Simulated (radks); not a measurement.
Question: Cu V, 25 electrons, occupied as [Ne] 3s2 3p5.5 3d7 4p0.5 (fractional occupations, a model configuration). Method: scalar-relativistic Kohn-Sham, r2SCAN, spin-polarised, spherical densities, finite nucleus; open shells are filled with parallel spins first; meta-GGA in the generalised Kohn-Sham scheme; Fermi nuclear charge, rms radius 3.8823 fm; computed with a radial shooting solver on a logarithmic mesh with Libxc functionals. Some entries of the table are withheld. Estimate them.

orbital  occ.  eigenvalue (eV)  <1/r> (bohr^-1)  r(max) (bohr)
1s up       1        -8958.759            29.15        0.03412
1s down     1        -8958.268            29.15        0.03412
2s up       1        -1154.267            6.341         0.1964
2s down     1        -1151.283            6.351         0.1963
2p up       3        -1005.388            6.208         0.1583
2p down     3        -1002.815            6.216         0.1582
3s up       1        -196.7097            2.050         0.6070
3s down     1        -190.2055            2.032         0.6089
3p up       3        -151.8116            1.912         0.6107
3p down   2.5        -145.3549            1.893         0.6133
3d up       5         -79.4097            1.632            (1)
3d down     2         -73.0980            1.606            (2)
4s up       0              (3)           0.7091          1.694
4s down     0              (4)           0.6974          1.718
4p up     0.5         -40.2496           0.6231          1.896
4p down     0         -37.3919           0.6095          1.928
4d up       0              (5)           0.4836          2.433

Answer: 
(1) 3d up r(max) (bohr): 0.5722
(2) 3d down r(max) (bohr): 0.5778
(3) 4s up eigenvalue (eV): -50.4399
(4) 4s down eigenvalue (eV): -47.2848
(5) 4d up eigenvalue (eV): -25.9700
